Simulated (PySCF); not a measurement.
**Shapes and spin states of BrMoN**

Computed with PBE0/[Mo def2-SVP with ECP28, N def2-SVP, Br def2-SVP], scalar-relativistic core potentials, density fitting, no spin–orbit coupling, PySCF.

Relaxations began from a few typed shapes and spin states; open shells are unrestricted. The search is not exhaustive: other isomers or separated fragments can lie lower, and high-lying points may rest on an excited occupation.

Q: Order these stationary points by electronic energy, lowest first, in kJ/mol from the lowest minimum.
A. singlet (closed shell, unstable to spin polarisation) C∞v: Mo–Br 2.572 Å, Mo–N 1.603 Å; Br–Mo–N 180.0°
B. singlet (closed shell, unstable to spin polarisation) Cs: Mo–Br 2.443 Å, Mo–N 1.603 Å; Br–Mo–N 115.8°
C. triplet Cs: Mo–Br 2.467 Å, Mo–N 1.610 Å; Br–Mo–N 117.0°
D. triplet C∞v: Mo–Br 2.570 Å, Mo–N 1.614 Å; Br–Mo–N 180.0°

A: C (0.0), D (29.8), B (96.1), A (135.1).

Q: Which of them are minima?

A: By energy in kJ/mol, 0.0: minimum; 29.8: saddle point, 2 imaginary modes; 96.1: minimum of the closed-shell surface only; 135.1: saddle point, 2 imaginary modes.

Formally Mo is in oxidation state +4, d2, with 2 unpaired electrons (the high-spin count). The Mulliken spin on Mo is 2.37. The polar-tensor charge on Mo, 1.21, is far below the formal one.

For the lowest minimum: other spin states or occupations of the open shell can lie lower.
